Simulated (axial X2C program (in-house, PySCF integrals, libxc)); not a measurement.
Density and ELF of CsGe

Calculated with an in-house relativistic program for diatomic molecules. Two-component (2c) means X2C with spin–orbit coupling and atomic mean-field two-electron Coulomb and Gaunt terms. Basis: Cs dyall-cv3z [15s15p9d4f1g], Ge dyall-cv3z [9s9p7d4f1g] (cores contracted in-house); Gaussian nuclei, density fitting, unrestricted open shells. Masses: Cs 132.905 u, Ge 73.921 u.

PBE0, two-component, state Ω = 3/2 (⟨Sz⟩ = 1.50, ⟨Lz⟩ = 0.00 at PBE0); Cs at z = 0, Ge at z = 3.304 Å.

The maps cover the half plane through the axis: z from -2.4 to 5.4 Å along the bond, ρ from 0.15 to 2.25 Å away from it.

log10 of the density in e/bohr³:

```
 ρ\z  -2.4  -1.8  -1.2  -0.6   0.0   0.6   1.2   1.8   2.4   3.0   3.6   4.2   4.8   5.4
0.15  -3.1  -2.2  -1.2  -0.2   1.8  -0.2  -1.3  -1.7  -1.1   0.7   0.7  -1.1  -1.9  -2.6
0.45  -3.2  -2.3  -1.3  -0.5   0.4  -0.5  -1.4  -1.7  -1.3  -0.2  -0.2  -1.3  -2.0  -2.7
0.75  -3.3  -2.5  -1.6  -0.9  -0.5  -0.9  -1.6  -1.9  -1.4  -1.0  -1.0  -1.5  -2.1  -2.8
1.05  -3.4  -2.7  -1.9  -1.2  -1.0  -1.3  -1.9  -2.0  -1.7  -1.4  -1.4  -1.7  -2.3  -2.9
1.35  -3.6  -3.0  -2.3  -1.7  -1.5  -1.7  -2.2  -2.2  -1.9  -1.7  -1.7  -2.0  -2.5  -3.1
1.65  -3.8  -3.3  -2.7  -2.2  -2.0  -2.2  -2.6  -2.5  -2.2  -2.0  -2.1  -2.3  -2.7  -3.3
1.95  -4.1  -3.6  -3.1  -2.8  -2.6  -2.8  -2.9  -2.7  -2.5  -2.4  -2.4  -2.6  -3.0  -3.5
2.25  -4.3  -3.9  -3.6  -3.3  -3.2  -3.2  -3.2  -3.0  -2.8  -2.7  -2.7  -2.9  -3.3  -3.7
```

Electron localisation function (collinear form, no current term, damped to 0 at low density):

```
 ρ\z  -2.4  -1.8  -1.2  -0.6   0.0   0.6   1.2   1.8   2.4   3.0   3.6   4.2   4.8   5.4
0.15  0.12  0.46  0.81  0.28  0.75  0.29  0.59  0.34  0.32  0.77  0.77  0.34  0.81  0.63
0.45  0.10  0.41  0.80  0.32  0.70  0.34  0.52  0.35  0.47  0.41  0.42  0.49  0.81  0.60
0.75  0.08  0.31  0.74  0.72  0.33  0.72  0.38  0.37  0.68  0.21  0.21  0.70  0.78  0.54
1.05  0.05  0.20  0.60  0.81  0.80  0.79  0.21  0.41  0.78  0.60  0.60  0.79  0.73  0.44
1.35  0.03  0.10  0.39  0.69  0.77  0.59  0.11  0.44  0.79  0.78  0.78  0.78  0.64  0.31
1.65  0.01  0.04  0.17  0.43  0.52  0.23  0.07  0.46  0.76  0.78  0.76  0.69  0.51  0.19
1.95  0.00  0.01  0.05  0.15  0.16  0.05  0.06  0.44  0.70  0.71  0.67  0.57  0.34  0.09
2.25  0.00  0.00  0.01  0.03  0.02  0.01  0.07  0.38  0.59  0.60  0.54  0.40  0.18  0.03
```

Axial spin density in 10⁻³ e/bohr³:

```
 ρ\z  -2.4  -1.8  -1.2  -0.6  0.0  0.6  1.2   1.8   2.4   3.0   3.6   4.2  4.8  5.4
0.15   0.4   1.2   2.4  -0.6  2.5  0.9  2.0  10.9  18.9   6.1   6.0  23.4  8.4  1.9
0.45   0.4   1.0   2.0   0.0  0.0  0.8  2.3  10.1  19.0   4.1   6.4  21.3  7.3  1.7
0.75   0.3   0.8   1.4   0.7  1.7  0.5  2.4   8.5  16.9  19.4  21.4  16.5  5.6  1.4
1.05   0.2   0.5   0.9   0.6  0.7  0.2  2.2   6.4  12.6  17.8  17.8  10.8  3.8  1.1
1.35   0.2   0.3   0.5   0.3  0.0  0.2  1.7   4.5   8.2  11.4  10.8   6.3  2.4  0.7
1.65   0.1   0.2   0.2   0.1  0.0  0.2  1.2   2.9   4.9   6.5   5.9   3.5  1.4  0.5
1.95   0.1   0.1   0.1   0.1  0.0  0.2  0.8   1.7   2.8   3.5   3.1   1.9  0.8  0.3
2.25   0.0   0.1   0.1   0.0  0.0  0.2  0.5   1.0   1.5   1.8   1.6   1.0  0.5  0.2
```

The state is a single determinant with fixed occupations, the lowest that a limited PBE0 search found. Density functionals use the spin component along the axis (collinear). PBE0 can misorder states that lie within some tenths of an eV, so this need not be the ground state of the molecule. The nearest other 2c determinant of the search, Ω = 1/2, lies 0.51 eV up at the distance of the search. With several unpaired electrons one determinant need not be a pure state. This is the top spin component of a Σ state; components of lower Ω are not single determinants and can lie lower.
